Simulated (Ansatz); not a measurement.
## Worked example: vertical energy of the triplet above the singlet of CsBr (SMILES [Br][Cs])

CsBr has 2 atoms, charge 0, and is taken as a singlet. SMILES: `[Br][Cs]`. Geometry: the measured bond length.

```csv
atom,x (Å),y (Å),z (Å)
Br,0.0000,0.0000,0.0000
Cs,0.0000,0.0000,3.0723
```

Both states at this one shape; open shells run unrestricted unless said. 1 Eh = 27.2114 eV.

```
                                                      level  program  singlet CsBr (Eh)  triplet CsBr (Eh)
                          SVWN5/def2-TZVPP (core potential)   Ansatz       -2590.783888       -2590.615695
 B2PLYP/def2-TZVPP (core potential), 9 core orbitals frozen   Ansatz       -2593.946580       -2593.782669
BCCD(T)/def2-TZVPP (core potential), 9 core orbitals frozen   Ansatz       -2592.817909       -2592.656004
```

Problem. Work out the vertical gap, second state less first, at each level.

Solution. 
1. SVWN5/def2-TZVPP (core potential): -2590.615695 − (-2590.783888) = 0.168193 Eh = 4.58 eV.
2. B2PLYP/def2-TZVPP (core potential): -2593.782669 − (-2593.946580) = 0.163911 Eh = 4.46 eV.
3. BCCD(T)/def2-TZVPP (core potential): -2592.656004 − (-2592.817909) = 0.161905 Eh = 4.41 eV.

No measured value is set beside it here; the levels span 4.41 to 4.58 eV. Spin-orbit coupling, which splits open shells on such heavy atoms by tenths of an eV, is left out.
